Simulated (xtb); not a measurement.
xtb input (GFN1-xTB):

```bash
xtb mol.xyz --gfn 1 --opt tight --chrg 0 --uhf 0
```
mol.xyz:
```
12

C      2.16792702     0.13777960    -0.77548091
O      0.79119494     0.47145293    -0.90063043
Si    -0.37710062    -0.01200645     0.12350313
O     -0.72483125    -1.61154460     0.08441754
O      0.16249300     0.30617905     1.63410122
O     -1.74112323     0.77852792    -0.31191188
H      2.71740113     0.69339862    -1.53474700
H      2.54798787     0.40756265     0.21209324
H      2.32502103    -0.93184723    -0.93735017
H     -1.31471159    -1.91279430    -0.61113591
H     -0.26046765    -0.15697428     2.36101028
H     -1.64525197     1.68514503    -0.61384059
```

Output:

```
           -------------------------------------------------
          |                Calculation Setup                |
           -------------------------------------------------

           -------------------------------------------------
          |                 G F N 1 - x T B                 |
           -------------------------------------------------

        Reference                      10.1021/acs.jctc.7b00118
      * Hamiltonian:
        H0-scaling (s, p, d)           1.850000    2.250000    2.000000
        zeta-weighting                 0.000000
      * Dispersion:
        s8                             2.400000
        a1                             0.630000
        a2                             5.000000
        s9                             0.000000
      * Repulsion:
        kExp                           1.500000
        rExp                           1.000000
      * Coulomb:
        alpha                          2.000000
        third order                    atomic
        anisotropic                    false
      * Halogen bond correction:
        rad-scale                      1.300000
        damping                        0.440000

          ...................................................
          :                      SETUP                      :
          :.................................................:
          :  # basis functions                  42          :
          :  # atomic orbitals                  41          :
          :  # shells                           25          :
          :  # electrons                        38          :
          :  # halogen bonds                     0          :
          :  max. iterations                   250          :
          :  Hamiltonian                  GFN1-xTB          :
          :  restarted?                      false          :
          :  GBSA solvation                  false          :
          :  PC potential                    false          :
          :  electronic temp.          300.0000000     K    :
          :  accuracy                    1.0000000          :
          :  -> integral cutoff          0.2500000E+02      :
          :  -> integral neglect         0.1000000E-07      :
          :  -> SCF convergence          0.1000000E-05 Eh   :
          :  -> wf. convergence          0.2000000E-04 e    :
          :  Broyden damping             0.4000000          :
          :  net charge                          0          :
          :  unpaired electrons                  0          :
          ...................................................

 iter      E             dE          RMSdq      gap      omega  full diag
   1    -26.4117922 -0.264118E+02  0.772E+00    9.05       0.0  T
   2    -26.4295300 -0.177378E-01  0.454E+00    8.80       1.0  T
   3    -26.4273701  0.215992E-02  0.620E-01    8.82       1.0  T
   4    -26.4278017 -0.431605E-03  0.328E-01    8.89       1.0  T
   5    -26.4310459 -0.324424E-02  0.437E-02    8.88       1.0  T
   6    -26.4310557 -0.981076E-05  0.181E-02    8.88       1.6  T
   7    -26.4310565 -0.736036E-06  0.303E-03    8.88       9.5  T
[...]
        14        2.0000           -0.5071420             -13.8000
        15        2.0000           -0.4928855             -13.4121
        16        2.0000           -0.4927389             -13.4081
        17        2.0000           -0.4720702             -12.8457
        18        2.0000           -0.4402877             -11.9808
        19        2.0000           -0.4402608             -11.9801 (HOMO)
        20                         -0.1291052              -3.5131 (LUMO)
        21                         -0.1138207              -3.0972
        22                         -0.0883888              -2.4052
        23                         -0.0883194              -2.4033
        24                         -0.0582849              -1.5860
        25                         -0.0582808              -1.5859
        26                          0.0259798               0.7069
        27                          0.0600410               1.6338
        28                          0.0604101               1.6438
        29                          0.1200722               3.2673
        30                          0.2542883               6.9195
       ...                                ...                  ...
        41                          1.4231868              38.7269
      -------------------------------------------------------------
                  HL-Gap            0.3111556 Eh            8.4670 eV
             Fermi-level           -0.2846830 Eh           -7.7466 eV

  Mulliken/CM5 charges         n(s)   n(p)   n(d)
     1C     0.18626  0.07165   0.960  2.853  0.000
     2O    -0.40602 -0.46582   1.592  4.814  0.000
     3Si    0.65462  0.63860   0.652  1.312  1.382
     4O    -0.50598 -0.68300   1.608  4.898  0.000
     5O    -0.50613 -0.68310   1.608  4.898  0.000
     6O    -0.50610 -0.68307   1.608  4.898  0.000
     7H     0.01378  0.07223   0.986  0.000  0.000
     8H     0.01376  0.07221   0.986  0.000  0.000
     9H     0.01375  0.07220   0.986  0.000  0.000
    10H     0.34737  0.52941   0.653  0.000  0.000
    11H     0.34734  0.52935   0.653  0.000  0.000
    12H     0.34734  0.52934   0.653  0.000  0.000

Wiberg/Mayer (AO) data.
largest (>0.10) Wiberg bond orders for each atom

 ---------------------------------------------------------------------------
     #   Z sym  total        # sym  WBO       # sym  WBO       # sym  WBO
 ---------------------------------------------------------------------------
     1   6 C    3.923 --     7 H    0.984     9 H    0.984     8 H    0.984
                             2 O    0.946
     2   8 O    2.336 --     3 Si   1.275     1 C    0.946
     3  14 Si   5.305 --     4 O    1.320     6 O    1.319     5 O    1.319
                             2 O    1.275
     4   8 O    2.246 --     3 Si   1.320    10 H    0.855
     5   8 O    2.246 --     3 Si   1.319    11 H    0.855
     6   8 O    2.246 --     3 Si   1.319    12 H    0.855
     7   1 H    1.011 --     1 C    0.984
     8   1 H    1.012 --     1 C    0.984
     9   1 H    1.012 --     1 C    0.984
    10   1 H    0.881 --     4 O    0.855
    11   1 H    0.881 --     5 O    0.855
    12   1 H    0.881 --     6 O    0.855
 ---------------------------------------------------------------------------

Topologies differ in total number of bonds
Writing topology from bond orders to xtbtopo.mol

 dipole moment from electron density (au)
     X       Y       Z
   0.3356   0.0275  -0.1330  total (Debye):    0.920

           -------------------------------------------------
          |                Geometry Summary                 |
           -------------------------------------------------

      molecular mass/u    :      110.1414988
   center of mass at/Å    :       -0.1005800      -0.0537204       0.0843904
  moments of inertia/u·Å² :        0.1305734E+03   0.2507087E+03   0.2507244E+03
rotational constants/cm⁻¹ :        0.1291047E+00   0.6723992E-01   0.6723569E-01

 * 11 selected distances

     #   Z          #   Z                                           value/Å
     1   6 C        2   8 O                                       1.3916670
     2   8 O        3  14 Si                                      1.6182388 (max)
     3  14 Si       4   8 O                                       1.6154020
     3  14 Si       5   8 O                                       1.6156581
     3  14 Si       6   8 O                                       1.6155784
     1   6 C        7   1 H                                       1.0989748
     1   6 C        8   1 H                                       1.0989912
     1   6 C        9   1 H                                       1.0989741
Note: The following floating-point exceptions are signalling: IEEE_DENORMAL
normal termination of xtb
     4   8 O       10   1 H                                       0.9432351 (min)
     5   8 O       11   1 H                                       0.9433492
     6   8 O       12   1 H                                       0.9433360

 * 4 distinct bonds (by element types)

   Z      Z             #   av. dist./Å        max./Å        min./Å
   1 H    6 C           3     1.0989800     1.0989912     1.0989741
   1 H    8 O           3     0.9433068     0.9433492     0.9432351
   6 C    8 O           1     1.3916670     1.3916670     1.3916670
   8 O   14 Si          4     1.6162193     1.6182388     1.6154020

optimized geometry written to: xtbopt.xyz

           -------------------------------------------------
          | TOTAL ENERGY              -26.278827167696 Eh   |
          | GRADIENT NORM               0.000155172068 Eh/α |
          | HOMO-LUMO GAP               8.466974280435 eV   |
           -------------------------------------------------

------------------------------------------------------------------------
------------------------------------------------------------------------
 total:
 SCF:
 ANC optimizer:
```
